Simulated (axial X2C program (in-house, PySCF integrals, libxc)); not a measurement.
**Low determinants of LiEr at the PBE0 level, 2c**

Calculated with an axial X2C code built on PySCF integrals. Two-component (2c) means X2C with spin–orbit coupling and atomic mean-field two-electron Coulomb and Gaunt terms. Basis: Er dyall-cv3z [14s14p10d7f3g], Li dyall-cv3z [7s8p2d] (cores contracted in-house); Gaussian nuclei, density fitting, unrestricted open shells. Masses: Er 165.930 u, Li 7.016 u.

Search at 3.577 Å (vertical energies from the lowest determinant):

```json
{"ΔE (eV)": "0.00", "state": "Ω = 11/2", "electrons beyond evenly filled partner blocks": "ω = 1/2, ω = 3/2, ω = 7/2", "electrons in ±ω = 1/2, 3/2, 5/2, 7/2": "43 19 8 1"}
{"ΔE (eV)": "0.01", "state": "Ω = 9/2", "electrons beyond evenly filled partner blocks": "ω = -1/2, ω = 3/2, ω = 7/2", "electrons in ±ω = 1/2, 3/2, 5/2, 7/2": "43 19 8 1"}
{"ΔE (eV)": "0.06", "state": "Ω = 9/2", "electrons beyond evenly filled partner blocks": "2 × ω = 1/2, ω = 7/2", "electrons in ±ω = 1/2, 3/2, 5/2, 7/2": "42 20 8 1"}
{"ΔE (eV)": "0.08", "state": "Ω = 7/2", "electrons beyond evenly filled partner blocks": "ω = 7/2", "electrons in ±ω = 1/2, 3/2, 5/2, 7/2": "42 20 8 1"}
{"ΔE (eV)": "0.12", "state": "Ω = 7/2", "electrons beyond evenly filled partner blocks": "2 × ω = 1/2, ω = 5/2", "electrons in ±ω = 1/2, 3/2, 5/2, 7/2": "42 20 7 2"}
{"ΔE (eV)": "0.28", "state": "Ω = 13/2", "electrons beyond evenly filled partner blocks": "ω = 1/2, ω = 5/2, ω = 7/2", "electrons in ±ω = 1/2, 3/2, 5/2, 7/2": "43 20 7 1"}
{"ΔE (eV)": "0.31", "state": "Ω = 5/2", "electrons beyond evenly filled partner blocks": "2 × ω = -1/2, ω = 7/2", "electrons in ±ω = 1/2, 3/2, 5/2, 7/2": "42 20 8 1"}
```

Lowest determinant, Ω = 11/2 (⟨Sz⟩ = 1.46, ⟨Lz⟩ = 4.04 at PBE0): Re = 3.557 Å, ωe = 161.7 cm⁻¹.

The determinant in row 2 of the search, Ω = 9/2 (⟨Sz⟩ = 0.46, ⟨Lz⟩ = 4.04 at PBE0), was followed along the bond at PBE0; measured from the minimum of the lowest determinant it gives:

Te = 0.012 eV (93 cm⁻¹), Re = 3.570 Å, ωe = 158.7 cm⁻¹.

The determinant in row 3 of the search, Ω = 9/2 (⟨Sz⟩ = 1.43, ⟨Lz⟩ = 3.07 at PBE0), was followed along the bond at PBE0; measured from the minimum of the lowest determinant it gives:

Te = 0.064 eV (516 cm⁻¹), Re = 3.557 Å, ωe = 162.8 cm⁻¹.

(1) Compare the bond of the determinant in row 2 with that of the lowest one.

The search compares states at one distance, so a state with another bond length can lie lower; it is not exhaustive and yields mostly the lowest determinant of each block pattern, so other components and higher states of one pattern are missing. These are energies of single determinants, not of spin-adapted states; PBE0 term energies can be off by some tenths of an eV, and the functional has no current term. The lowest determinant need not be the ground state where others lie within half an eV.

Answers

(1) At PBE0 its Re is 0.013 Å longer and its force constant, which goes as ωe², is 0.96 times that of the lowest determinant. This determinant mixes spin states, so it has no term energy of its own.
